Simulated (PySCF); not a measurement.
C8H9OP.
Cartesian coordinates in Å at the PBE0-D3(BJ)/def2-SVP level; atoms count from 1:
```xyz
19
C8H9OP angstrom
C     -0.060    2.626    0.081
C      0.058    1.129    0.062
C     -1.087    0.336   -0.063
C     -1.115   -1.061   -0.123
C     -2.443   -1.751   -0.284
P      0.306   -2.070   -0.034
C      1.546   -0.841    0.114
C      2.951   -1.304    0.224
O      3.306   -2.454    0.212
C      1.320    0.531    0.147
H      0.113    3.045   -0.925
H      0.682    3.081    0.753
H     -1.060    2.950    0.403
H     -2.050    0.859   -0.115
H     -2.813   -1.645   -1.318
H     -2.375   -2.827   -0.069
H     -3.204   -1.315    0.382
H      3.697   -0.471    0.322
H      2.194    1.187    0.252
```

Computed with PySCF at PBE0/pcSseg-1, non-relativistic, on one gas-phase PBE0-D3(BJ)/def2-SVP geometry that isn't relaxed in the solvent. The solvent is an IEF-PCM continuum (cavity from Bondi-type radii × 1.2). Only the electrostatic response of the medium enters.

```json
{"run": "gas", "E − E(gas) (kcal/mol)": "0.00", "HOMO (eV)": "-7.08", "HOMO–LUMO gap (eV)": "4.78", "dipole (D)": "5.13"}
{"run": "P", "E − E(gas) (kcal/mol)": "-6.85", "HOMO (eV)": "-7.01", "HOMO–LUMO gap (eV)": "4.68", "dipole (D)": "7.11"}
{"run": "Q", "E − E(gas) (kcal/mol)": "-3.08", "HOMO (eV)": "-7.02", "HOMO–LUMO gap (eV)": "4.73", "dipole (D)": "5.99"}
```

Q: The runs were made in acetone and benzene. Which run belongs to which solvent?

A: P = acetone, Q = benzene. The dielectric constants are 2.271 (benzene), 20.49 (acetone), and the energy falls further as ε rises. In this model the ground state sees the solvent through ε alone.

Q: How constant is the ratio of the lowering to (ε − 1)/(2ε + 1)?

A: 
```csv
solvent,(ε − 1)/(2ε + 1),E − E(gas) (kcal/mol),ratio (kcal/mol),polarisation term (kcal/mol)
benzene,0.229,-3.08,-13.4,-3.44
acetone,0.464,-6.85,-14.7,-8.79
```

The ratio changes by +9.9 % in size from benzene to acetone. The polarisation term is half the interaction of the solute with the induced surface charges.
